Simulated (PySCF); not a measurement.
Bonding in `CC(=O)/C=C(\O[SiH3])C(F)F`

Compound: C5H8F2O2Si.
Numbering: `[CH3:1][C:2](=[O:3])/[CH:4]=[C:5](\[O:6][SiH3:7])[CH:8]([F:9])[F:10]` (hydrogens: H11, H12, H13 on C1; H14 on C4; H15, H16, H17 on Si7; H18 on C8)

Cartesian coordinates in Å at the GFN2-xTB level; atoms count from 1:
```
atom  x, y, z in Å
C1     2.6250   -0.7829    0.6289
C2     1.1921   -0.7205    0.1754
O3     0.6078   -1.7175   -0.2186
C4     0.5806    0.5900    0.2295
C5    -0.6938    0.8339   -0.1458
O6    -1.6021    0.0045   -0.5648
Si7   -1.7776   -1.6645   -0.6728
C8    -1.2059    2.2708   -0.0720
F9    -1.3624    2.6510    1.2206
F10   -0.3152    3.1376   -0.6083
H11    3.2281   -0.1041    0.0295
H12    2.6918   -0.4632    1.6671
H13    3.0050   -1.7962    0.5317
H14    1.1829    1.4193    0.5630
H15   -1.1579   -2.1559   -1.8896
H16   -3.2258   -1.5612   -0.9099
H17   -1.6118   -2.3257    0.6111
H18   -2.1696    2.3908   -0.5868
```

Bond orders from the PBE0/pcSseg-1 density (PySCF). One conformer (not necessarily the lowest) at the GFN2-xTB geometry, without solvent, vibrations or thermal averaging.

(1) How far do the computed orders between heavy atoms stray from the drawn ones?

(2) Set the Mayer orders of the bonds between heavy atoms beside their lengths.

Answers

(1) The largest departure is 0.440, at C4–C5 (drawn double, 1.560). Drawn single, order below 0.88: O6–Si7 (0.738). Drawn double or triple, more than 0.30 short of the drawn order: C4–C5 (1.560).

(2) 
```tsv
bond	drawn as	length (Å)	Mayer order
C1–C2	single	1.504	1.040
C2–O3	double	1.221	1.782
C2–C4	single	1.447	1.055
C4–C5	double	1.351	1.560
C5–O6	single	1.299	1.110
O6–Si7	single	1.682	0.738
C5–C8	single	1.527	1.002
C8–F9	single	1.356	0.957
C8–F10	single	1.354	0.957
```

By pair of heavy elements: C–C: lowest C5–C8 (1.002, 1.527 Å), highest C4–C5 (1.560, 1.351 Å). C–O: lowest C5–O6 (1.110, 1.299 Å), highest C2–O3 (1.782, 1.221 Å). C–F: all 2 within 0.02 of one another (0.957 to 0.957).

Q: And the bonds to hydrogen?

A: C–H: 0.94 to 0.95 (5 bonds); H–Si: 0.91 to 0.94 (3 bonds).

Q: Sum the orders of all bonds at each heavy atom with more than one neighbour and set the sums beside the valence in the SMILES.

A: C1 3.878 (drawn 4), C2 3.877 (drawn 4), C4 3.563 (drawn 4), C5 3.672 (drawn 4), O6 1.848 (drawn 2), Si7 3.528 (drawn 4), C8 3.867 (drawn 4). Orders between atoms that aren't bonded are not in these sums.

The Mayer order sums products of elements of PS (density times overlap matrix) between the two atoms' basis functions, so it depends on the basis set.
